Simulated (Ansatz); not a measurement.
Consider the ligand exchange at a B–F bond: `CB(F)F` + silanol → `CB(F)O[SiH3]` + H–F.

Calculated with Ansatz (gas phase, PBE0-D4/def2-TZVP geometries, no zero-point term in ΔE). CCSD(T)/CBS is the MP2 limit (def2-TZVPP, def2-QZVPP) plus CCSD(T) − MP2 in def2-TZVPP, frozen cores. This one scheme is used for every species. Functionals use def2-TZVPP. B3LYP here is the variant with VWN-RPA as its local correlation; programs differ in this. HSE06 is defined as in plane-wave codes. Each species was taken in one conformer, which may not be the lowest.

`CB(F)F`:

```xyz
7

C    -0.165   -0.157   -0.662
B     0.173    0.181    0.818
F    -0.427   -0.405    1.840
F     1.097    1.076    1.128
H    -1.009   -0.839   -0.758
H    -0.376    0.757   -1.224
H     0.707   -0.613   -1.142
```

`O[SiH3]`:

Z-matrix (Å, degrees):
```
Si
O 1 1.648
H 1 1.489 2 111.7
H 1 1.489 2 111.7 3 120.9
H 1 1.481 2 105.9 3 -119.6
H 2 0.957 1 117.9 3 -60.5
```

`CB(F)O[SiH3]`:

```xyz
11

C     0.114    2.028   -0.410
B     0.386    0.562    0.045
F     1.555    0.267    0.636
O    -0.501   -0.443   -0.124
Si   -0.439   -2.054    0.270
H     0.886    2.355   -1.113
H     0.178    2.707    0.446
H    -0.862    2.148   -0.879
H     0.687   -2.711   -0.439
H    -1.725   -2.641   -0.168
H    -0.278   -2.218    1.735
```

H–F:

```xyz
2

F    -0.148    0.428    0.081
H     0.148   -0.428   -0.081
```

| level | ΔE (kJ/mol) | difference from CCSD(T)/CBS |
| --- | --- | --- |
| LDA (SPW92) | 15.0 | 6.1 |
| PBE-D4 | 15.1 | 6.2 |
| revPBE-D4 | 12.2 | 3.3 |
| BLYP-D4 | 14.2 | 5.3 |
| r2SCAN-D4 | 17.2 | 8.3 |
| B97M-V | 20.0 | 11.1 |
| PBE0-D4 | 13.2 | 4.3 |
| B3LYP-D4 | 13.3 | 4.4 |
| r2SCANh-D4 | 16.3 | 7.4 |
| r2SCAN0-D4 | 15.1 | 6.2 |
| HSE06-D4 | 13.3 | 4.4 |
| BHLYP-D4 | 12.6 | 3.7 |
| CAM-B3LYP-D4 | 15.3 | 6.4 |
| ωB97M-V | 15.2 | 6.3 |
| B2PLYP | 17.2 | 8.3 |
| PBE-QIDH | 13.6 | 4.7 |
| revPBE | 22.0 | 13.1 |
| r2SCAN | 18.6 | 9.7 |
| PBE0 | 17.4 | 8.5 |
| B3LYP | 20.6 | 11.7 |
| r2SCANh | 17.8 | 8.9 |
| HSE06 | 17.3 | 8.4 |
| BHLYP | 18.9 | 10.0 |
| CAM-B3LYP | 19.8 | 10.9 |
| LC-ωPBE | 18.1 | 9.2 |
| HF/def2-SVP | 17.4 | 8.5 |
| MP2/def2-SVP | 14.8 | 5.9 |
| CCSD/def2-SVP | 15.2 | 6.3 |
| CCSD(T)/def2-SVP | 14.7 | 5.8 |
| HF/def2-TZVPP | 20.6 | 11.7 |
| MP2/def2-TZVPP | 10.5 | 1.6 |
| SCS-MP2/def2-TZVPP | 12.9 | 4.0 |
| CCSD/def2-TZVPP | 13.0 | 4.1 |
| CCSD(T)/def2-TZVPP | 12.0 | 3.1 |
| HF/def2-QZVPP | 20.2 | 11.3 |
| MP2/def2-QZVPP | 8.6 | -0.3 |
| SCS-MP2/def2-QZVPP | 11.2 | 2.3 |
| HF/CBS(def2) | 20.2 | 11.3 |
| MP2/CBS(def2) | 7.5 | -1.4 |
| CCSD/CBS(def2) | 10.0 | 1.1 |
| CCSD(T)/CBS | 8.9 | 0 |

Largest T1 diagnostic among the species: 0.012.

The D4 term adds −7.3 kJ/mol with B3LYP and −4.2 kJ/mol with PBE0; it sums over pairs of atoms, weighted by their polarisabilities, and B3LYP, whose exchange is more repulsive, gets the larger term. In def2-TZVPP, CCSD(T) changes the Hartree–Fock value by −8.6 kJ/mol (the triples alone add −1.1 kJ/mol) and MP2 by −10.1 kJ/mol.
